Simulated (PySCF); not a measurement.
Electron correlation in Te⁻ (tellurium, charge -1)

[Kr] 4d10 5s2 5p5, 2P determinant. Computed with PySCF 2.14 in x2c-TZVPPall with one added diffuse shell each of s, p, d, f type (9s7p5d3f, 76 functions), with the spin-free X2C one-electron Hamiltonian (Gaussian nucleus). Frozen: [Ar] 3d10; 25 electrons correlated.

MP2 pair energies summed by pair of shells (mhartree):

| pair | energy | share (%) |
| --- | --- | --- |
| 4d-4d | -234.89 | 40.7 |
| 4d-5p | -72.47 | 12.6 |
| 5p-5p | -66.36 | 11.5 |
| 4p-4d | -56.94 | 9.9 |
| 4d-5s | -42.00 | 7.3 |
| 5s-5p | -36.98 | 6.4 |
| 4p-4p | -22.48 | 3.9 |
| 4s-4d | -13.78 | 2.4 |
| 4s-4p | -8.09 | 1.4 |
| 5s-5s | -6.89 | 1.2 |
| 4p-5s | -6.60 | 1.1 |
| 4p-5p | -5.96 | 1.0 |
| 4s-4s | -1.93 | 0.3 |
| 4s-5p | -0.67 | 0.1 |
| 4s-5s | -0.48 | 0.1 |

Total MP2 correlation energy: -576.51 mhartree.

Same-spin part -206.41 and opposite-spin part -370.10 mhartree; SCS-MP2 scales them by 1/3 and 6/5 to -512.92 mhartree.

This basis was not built for core-valence correlation, so the inner-shell part is incomplete.
